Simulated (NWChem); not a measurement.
# Correlation energy of CH2F

```xyz
4

C     -0.6428     0.1005     0.0000
F      0.6807    -0.0533     0.0000
H     -1.1346    -0.0614     0.9634
H     -1.1346    -0.0614    -0.9634
```
Charge 0, spin multiplicity 2.

All runs are NWChem calculations. The geometry was optimised at UB3LYP/def2-SVP, a minimum by its harmonic frequencies.

Basis set: def2-TZVP. Each correlation energy counts from its own Hartree-Fock reference.

```tsv
method	correlation energy (mHa)
UMP2	-390.4
SCS-UMP2	-384.8
CCSD on ROHF	-412.0
CCSD[T] on ROHF	-425.1
CCSD(T) on ROHF	-424.2
```

The values span 40.3 mHa, from CCSD[T] on ROHF (lowest) to SCS-UMP2 (highest). 

The correlated methods keep 2 core orbitals frozen. The structure started from a generated list of species. The unpaired electrons of the parent sit in orbitals of symmetry a' (Cs labels of the run); other states weren't searched. No SCF solution was tested for a lower state. Open-shell Hartree-Fock references start from PBE0 orbitals. Coupled-cluster values serve here as a point of comparison, not as the truth.
